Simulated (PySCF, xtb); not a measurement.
C₂H₆OSi, SMILES C[SiH2]C=O. Other conformers were not sampled.

Harmonic wavenumbers (cm⁻¹) from xtb with GFN2-xTB at its own minimum, in rising order: 52, 105, 122, 380, 404, 533, 614, 687, 764, 781, 790, 829, 842, 1367, 1369, 1469, 1471, 1749, 2232, 2244, 2669, 3029, 3033, 3037.

Question: What does B3LYP-D3(BJ)/def2-SVP (PySCF) give at its own minimum? (An estimate is asked for; the answer gives what the named calculation found.)

Answer: 31, 135, 142, 392, 429, 569, 593, 687, 777, 879, 900, 913, 947, 1274, 1388, 1430, 1431, 1782, 2204, 2205, 2787, 3039, 3134, 3137. Paired by order, the mean absolute difference is 50 cm⁻¹ and the zero-point energies are 43.7 and 44.6 kcal/mol.
